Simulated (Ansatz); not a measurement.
Program: Ansatz. Geometries: PBE0-D4/def2-TZVP. ΔE: electronic, gas phase. CCSD(T)/CBS is the MP2 limit (def2-TZVPP, def2-QZVPP) plus CCSD(T) − MP2 in def2-TZVPP, frozen cores. DFT in def2-TZVPP. B3LYP here is the variant with VWN-RPA as its local correlation; programs differ in this. def2 core potentials past Kr. For Sn outer-core shells are correlated without core-valence functions, which leaves a few kJ/mol of doubt a bond. Each species was taken in one conformer, which may not be the lowest.

Consider the cleavage of the Al–Sn bond: `[CH3][AlH][SnH3]` + `[SiH3]S` → `[CH3][AlH][S][SiH3]` + `[SnH4]`.

Is it downhill or uphill in electronic energy at CCSD(T)/CBS, and by how much? (Estimate.)

The calculation gave: Downhill: ΔE = -19.9 kcal/mol.

What do these levels give: PBE-D4, r2SCAN-D4, PBE0-D4, B3LYP-D4, ωB97X-V, B2PLYP, r2SCAN, B3LYP, MP2/def2-TZVPP, HF/def2-QZVPP, HF/CBS(def2), CCSD/CBS(def2)? (Best estimate.)

Ansatz gave: PBE-D4 -19.1, r2SCAN-D4 -21.3, PBE0-D4 -19.9, B3LYP-D4 -20.5, ωB97X-V -21.1, B2PLYP -20.1, r2SCAN -21.0, B3LYP -18.6, MP2/def2-TZVPP -22.0, HF/def2-QZVPP -20.8, HF/CBS(def2) -20.8, CCSD/CBS(def2) -19.5 kcal/mol.

Largest T1 diagnostic among the species: 0.013.

The D4 term adds −1.9 kcal/mol with B3LYP and −1.0 kcal/mol with PBE0; it sums over pairs of atoms, weighted by their polarisabilities, and B3LYP, whose exchange is more repulsive, gets the larger term. From PBE to PBE0 (25 % exact exchange), in def2-TZVPP and without D4, ΔE moves by −1.0 kcal/mol.
